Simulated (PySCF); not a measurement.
PySCF input (BP86/def2-SVP):

```python
from pyscf import gto, dft

mol = gto.M(
    atom='''
    C     2.37670200   -0.18829300    0.16092700
    C     1.05012300   -0.33861500    0.17864000
    C     0.11737300    0.67394500   -0.27970900
    C    -1.21880800    0.58815600   -0.28949500
    C    -2.06072500   -0.56036000    0.16512400
    H     3.04138900   -0.96627300    0.51130400
    H     2.83644400    0.72204200   -0.20654400
    H     0.63861600   -1.26826400    0.55589900
    H     0.56936000    1.58966100   -0.64971200
    H    -1.76985100    1.44349400   -0.66853700
    H    -2.74261500   -0.24588200    0.96087000
    H    -2.68713200   -0.92581300   -0.65410800
    H    -1.47420400   -1.39796000    0.53791700
    ''',
    basis='def2-svp',
    charge=0,
    spin=0,
    verbose=4,
)

mf = dft.RKS(mol, xc='bp86')
mf.grids.level = 3
mf.conv_tol = 1e-9
mf.max_cycle = 100
mf.max_memory = 1500
mf.kernel()
if not mf.converged:
    mf = mf.newton()
    mf.kernel(mf.make_rdm1())
mf.dip_moment()
```

From the output:

```
atomic radii adjust function: <function treutler_atomic_radii_adjust>
small_rho_cutoff = 0
Set gradient conv threshold to 3.16228e-05
Initial guess from minao.
tot grids = 149056
init E= -195.359987313888
  HOMO = -0.288383987013535  LUMO = -0.137450631023015  gap/eV = 4.10711
cycle= 1 E= -195.085313722733  delta_E= 0.275  |g|= 0.481  |ddm|= 3.77
  HOMO = -0.125092286606257  LUMO = 0.0160615833489652  gap/eV = 3.84099
cycle= 2 E= -195.035435573927  delta_E= 0.0499  |g|= 0.643  |ddm|=  1.3
  HOMO = -0.200584946853084  LUMO = -0.0559209019758065  gap/eV = 3.93651
cycle= 3 E= -195.154498316053  delta_E= -0.119  |g|= 0.075  |ddm|= 0.791
  HOMO = -0.202214011180963  LUMO = -0.056785004792494  gap/eV = 3.95732
cycle= 4 E= -195.155288940878  delta_E= -0.000791  |g|= 0.0541  |ddm|= 0.13
  HOMO = -0.202023372565758  LUMO = -0.0565978493133392  gap/eV = 3.95723
cycle= 5 E= -195.15607711275  delta_E= -0.000788  |g|= 0.0114  |ddm|= 0.0596
  HOMO = -0.201914476213496  LUMO = -0.0565350729930083  gap/eV = 3.95598
cycle= 6 E= -195.156092909642  delta_E= -1.58e-05  |g|= 0.00833  |ddm|= 0.019
  HOMO = -0.201945838551339  LUMO = -0.0566200873530383  gap/eV = 3.95452
cycle= 7 E= -195.156113968368  delta_E= -2.11e-05  |g|= 0.00127  |ddm|= 0.00956
  HOMO = -0.202039954423313  LUMO = -0.0567085896786432  gap/eV = 3.95467
cycle= 8 E= -195.156114358878  delta_E= -3.91e-07  |g|= 0.000244  |ddm|= 0.00167
  HOMO = -0.202039461062644  LUMO = -0.0567067616426074  gap/eV = 3.95470
cycle= 9 E= -195.156114373529  delta_E= -1.47e-08  |g|= 5.51e-05  |ddm|= 0.000298
  HOMO = -0.202042688096048  LUMO = -0.0567091910977942  gap/eV = 3.95473
cycle= 10 E= -195.156114374256  delta_E= -7.27e-10  |g|= 2.2e-05  |ddm|= 7.4e-05
  HOMO = -0.202043670113371  LUMO = -0.0567111344324118  gap/eV = 3.95470
Extra cycle  E= -195.156114373922  delta_E= 3.34e-10  |g|= 3.97e-05  |ddm|= 7.13e-05
converged SCF energy = -195.156114373922
Dipole moment(X, Y, Z, Debye): -0.61035, -0.16346,  0.04786
```

The geometry given is a B3LYP-D3(BJ)/def2-TZVP minimum.
